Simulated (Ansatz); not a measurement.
Conformers of C₆H₁₄S₂ (`CCCSSCCC`), each relaxed with PBE0-D4/def2-TZVP in Ansatz. CBS adds the triple-zeta coupled-cluster correction to the MP2 limit.

Not all of them had a frequency check.

Conformer A:

```xyz
22

C    -2.977    0.617    0.787
C    -1.893   -0.366    1.199
C    -1.279   -1.066    0.004
S     0.042   -2.240    0.420
S     1.494   -1.094    1.256
C     2.598   -0.707   -0.134
C     1.995    0.136   -1.241
C     1.535    1.511   -0.795
H    -3.790    0.115    0.255
H    -3.408    1.115    1.658
H    -2.578    1.391    0.126
H    -1.101    0.158    1.743
H    -2.297   -1.116    1.885
H    -0.906   -0.346   -0.726
H    -2.021   -1.692   -0.506
H     3.432   -0.184    0.349
H     2.984   -1.650   -0.525
H     1.167   -0.422   -1.689
H     2.749    0.235   -2.030
H     1.104    2.071   -1.628
H     0.781    1.440   -0.008
H     2.369    2.096   -0.398
```

Conformer B:

Z-matrix (Å, degrees):
```
C
C 1 1.520
H 1 1.093 2 111.2
H 1 1.092 2 111.1 3 120.0
H 1 1.093 2 111.2 3 -120.0
C 2 1.518 1 111.8 3 59.9
H 2 1.095 1 109.9 3 -61.6
H 2 1.095 1 109.9 3 -178.4
S 6 1.816 2 109.3 1 -179.9
H 6 1.093 2 110.7 1 60.0
H 6 1.092 2 111.1 1 -60.5
S 9 2.028 6 103.3 2 177.3
C 12 1.814 9 103.7 6 87.1
C 13 1.515 12 114.4 9 66.8
H 13 1.096 12 103.7 9 -172.0
H 13 1.093 12 108.8 9 -58.3
C 14 1.520 13 112.1 12 -179.2
H 14 1.094 13 108.6 12 -57.4
H 14 1.094 13 109.0 12 58.3
H 17 1.094 14 111.2 13 60.1
H 17 1.094 14 111.4 13 -60.0
H 17 1.092 14 111.1 13 180.0
```

Conformer C:

```xyz
22

C    -2.817    0.011    2.503
C    -1.623    0.881    2.159
C    -0.339    0.102    1.949
S    -0.352   -1.027    0.524
S    -0.512    0.223   -1.067
C     1.209    0.707   -1.400
C     2.115   -0.424   -1.848
C     1.729   -1.021   -3.189
H    -3.716    0.614    2.641
H    -3.016   -0.713    1.709
H    -2.645   -0.548    3.428
H    -1.447    1.608    2.961
H    -1.827    1.466    1.256
H    -0.137   -0.561    2.797
H     0.520    0.769    1.848
H     1.113    1.469   -2.182
H     1.602    1.203   -0.510
H     3.139   -0.036   -1.893
H     2.114   -1.198   -1.074
H     1.769   -0.269   -3.982
H     2.405   -1.833   -3.466
H     0.714   -1.423   -3.162
```

Problem. Which is lowest in electronic energy at CCSD(T)/CBS (frozen core, def2 sets), and by how much? (An estimate is asked.)

Solution. Computed: A; B lies 3.6 kJ/mol higher, C lies 0.9 kJ/mol higher. Gaps under about 2 kJ/mol don't settle the order.

Problem. Give the energies relative to A (kJ/mol) with PBE-D4/def2-TZVPP, r2SCAN-D4/def2-TZVPP, B2PLYP/def2-TZVPP, r2SCAN/def2-TZVPP, PBE0/def2-TZVPP, CCSD(T)/def2-TZVPP, CCSD/CBS(def2). (An estimate is asked.)

Solution. Ansatz gave: 
```tsv
level	B	C
PBE-D4/def2-TZVPP	5.2	-1.0
r2SCAN-D4/def2-TZVPP	4.2	0.7
B2PLYP/def2-TZVPP	-0.4	-1.0
r2SCAN/def2-TZVPP	2.2	-0.2
PBE0/def2-TZVPP	-0.7	-1.8
CCSD(T)/def2-TZVPP	3.7	1.0
CCSD/CBS(def2)	1.9	0.7
```
